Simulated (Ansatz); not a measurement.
Basis-set series for Cl2H4OSi2 (`O[SiH2][SiH](Cl)Cl`). Total charge 0; spin multiplicity 1. The structure was optimised at the PBE0-D4/def2-TZVP level. It is one conformer, not always the lowest.

```csv
functional,basis,functions,energy (Eh),HOMO (eV),LUMO (eV)
PBE0-D4,def2-TZVPP,255,-1576.62588,-7.99,-1.00
PBE0-D4,def2-QZVPP,457,-1576.67733,-8.02,-1.09
ωB97M-V,def2-TZVPP,255,-1577.13234,-10.03,0.79
ωB97M-V,def2-QZVPP,457,-1577.18106,-10.07,0.57
```

Problem. Give the rows for def2-SVP. (Estimate.)

Solution. Computed: 
```tsv
functional	basis	functions	energy (Eh)	HOMO (eV)	LUMO (eV)
PBE0-D4	def2-SVP	106	-1575.99755	-7.88	-0.70
ωB97M-V	def2-SVP	106	-1576.50453	-9.89	1.22
```

Positive LUMOs are unbound and depend on the basis.
